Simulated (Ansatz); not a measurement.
C2H6FMoNO2, SMILES `C[N]=[Mo](=[O])([F])[O]C` at its PBE0-D4/def2-TZVP geometry, where that method's forces vanish. Charge 0, multiplicity 1. Mo takes the def2 core potential.

```xyz
13

C    -0.2806    2.1977    0.6454
N    -0.4719    1.0159   -0.1179
Mo   -1.2452   -0.5025   -0.3621
O    -2.2753   -0.7426    0.9418
F    -2.1737   -0.4349   -1.9798
O     0.0769   -1.8048   -0.3870
C     1.4800   -1.8125   -0.3282
H     0.7707    2.2895    0.9364
H    -0.5376    3.0758    0.0446
H    -0.8981    2.1926    1.5509
H     1.8033   -2.2352    0.6271
H     1.8861   -0.8018   -0.4328
H     1.8652   -2.4371   -1.1384
```

**Question.** What forces (eV/Å) does ωB97M-V/def2-TZVPP give on these atoms in Ansatz? (An estimate is asked.)

**Answer.** Computed: 
```
C1   0.073  0.433  0.275
N2  -0.185 -0.622 -0.287
Mo3 -0.072  0.340  0.427
O4   0.200  0.048 -0.270
F5  -0.037 -0.019 -0.074
O6  -0.270 -0.045 -0.027
C7   0.413 -0.052  0.005
H8  -0.110 -0.013 -0.029
H9   0.024 -0.095  0.065
H10  0.054 -0.005 -0.086
H11 -0.025  0.043 -0.093
H12 -0.042 -0.078  0.010
H13 -0.024  0.066  0.084
```
